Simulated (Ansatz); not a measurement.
Ag₂Au₂⁻. Total charge -1; doublet. Geometry PBE0-D4/def2-SVP, that of the neutral singlet; atoms count from 1.

```xyz
4

Au   -2.2368    0.7185    0.1214
Au    2.2371   -0.7173   -0.1221
Ag    0.2842    0.6967    1.1155
Ag   -0.2846   -0.6979   -1.1148
```

In the def2 sets Ag, Au take a core potential; there is no spin–orbit coupling. The structure comes from a short search, and lower isomers may exist.

**Question.** Estimate the Mulliken populations from the PBE0/def2-TZVPD orbitals of Ansatz.

**Answer.** 
```csv
atom,charge (e),spin (α − β),d electrons
Au1,-0.20,0.06,9.87
Au2,-0.20,0.06,9.87
Ag3,-0.30,0.44,9.91
Ag4,-0.30,0.44,9.91
```
Mulliken values depend strongly on the basis. With diffuse functions, as here, like atoms can get unlike values, and bond orders can come out too low or too high.

**Question.** Where does the spin sit?

**Answer.** Summed by element: Au 0.11, Ag 0.89, of 1 unpaired in all. Largest on single atoms: Ag4 0.44, Ag3 0.44, Au1 0.06.

**Question.** And the Mayer bond orders between heavy atoms (over 0.3)?

**Answer.** Au1–Ag3 0.60 (2.71 Å); Au1–Ag4 0.60 (2.71 Å); Au2–Ag3 0.60 (2.71 Å); Au2–Ag4 0.60 (2.71 Å); Ag3–Ag4 0.65 (2.69 Å).
